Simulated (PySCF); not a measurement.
Compound: MnO3Cl (singlet state).
Numbering: `[O:1]=[Mn:2](=[O:3])(=[O:4])[Cl:5]`

Method: PySCF, PBE0-D3(BJ)/def2-SVP geometry optimisation, gas phase; density fitting, grid level 1; the optimiser is geomeTRIC in internal coordinates, started from a GFN2-xTB structure with every atom displaced at random (about 0.01 Å).

The end geometry, which sets the zero of energy:
```
atom  x, y, z in Å
O1     -0.5094    1.3432   -0.6560
Mn2    -0.1338    0.0162    0.0153
O3     -0.8888   -1.1585   -0.6170
O4     -0.3623    0.0758    1.5307
Cl5     1.9284   -0.3106   -0.3108
```

**Question.** These geometries come from the run, each turned onto the end geometry. Order them by energy, lowest first.
A.
```
atom  x, y, z in Å
O1     -0.5075    1.3569   -0.6656
Mn2    -0.1275    0.0068    0.0135
O3     -0.9019   -1.1711   -0.6269
O4     -0.3540    0.0767    1.5456
Cl5     1.9250   -0.3032   -0.3045
```
B.
```
atom  x, y, z in Å
O1     -0.5092    1.3501   -0.6596
Mn2    -0.1289    0.0131    0.0130
O3     -0.8935   -1.1627   -0.6164
O4     -0.3604    0.0735    1.5329
Cl5     1.9260   -0.3080   -0.3078
```
C.
```
atom  x, y, z in Å
O1     -0.4559    1.2659   -0.6284
Mn2    -0.1231    0.0140    0.0111
O3     -0.8501   -1.1176   -0.6092
O4     -0.3124    0.0756    1.4670
Cl5     1.7756   -0.2717   -0.2784
```

**Answer.** B (0.007 eV), A (0.036 eV), C (0.922 eV).

In the order of the answer:

```csv
step,E above end (eV),largest force (eV/Å),rms force component (eV/Å),rms distance from end (Å),rms bond change (Å),bond most changed (Å)
2,0.007,0.59,0.238,0.006,0.008,O1=Mn2 +0.010
1,0.036,1.34,0.591,0.016,0.018,O1=Mn2 +0.024
0,0.922,7.35,2.937,0.095,0.105,Mn2–Cl5 -0.171
```

The cost below is that of the whole optimisation. On one thread of an Arm Neoverse N1, no GPU (shared host), this took 54 s wall and 0.38 GiB of memory at its peak.
The closed-shell solution of the metal species wasn't tested for stability.
